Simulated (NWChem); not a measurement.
System: PbHOF, singlet; SMILES [OH][Pb][F]

```xyz
4

Pb     0.2918     0.0556     0.0000
F     -1.1137    -1.4577     0.0000
O     -1.1652     1.5571     0.0000
H     -2.0517     1.1694     0.0000
```
Atoms are numbered in this order, from 1.

Level: PBE0/def2-SVP with def2 effective core potentials on Pb (NWChem), optimised geometry, unscaled harmonic frequencies. Low-valent species are run as closed-shell singlets; no triplet was tried in these runs. def2 effective core potentials on Pb; no spin-orbit coupling.

### Question
List the harmonic frequencies with IR intensities, and the thermochemistry.

### Answer
```json
[
 {"frequency (cm⁻¹)": "143", "IR intensity (km/mol)": "19.0"},
 {"frequency (cm⁻¹)": "456", "IR intensity (km/mol)": "139.3"},
 {"frequency (cm⁻¹)": "544", "IR intensity (km/mol)": "80.4"},
 {"frequency (cm⁻¹)": "569", "IR intensity (km/mol)": "83.3"},
 {"frequency (cm⁻¹)": "734", "IR intensity (km/mol)": "48.7"},
 {"frequency (cm⁻¹)": "3852", "IR intensity (km/mol)": "68.2"}
]
```

- zero-point energy = 9.0 kcal/mol
- thermal correction to the enthalpy at 298.15 K (with zero-point energy) = 12.2 kcal/mol
- heat capacity Cv = 12.2 cal/(mol K)
- entropy at 298.15 K and 1 atm (symmetry number 1) = 72.3 cal/(mol K)

Rigid rotor and harmonic oscillator.
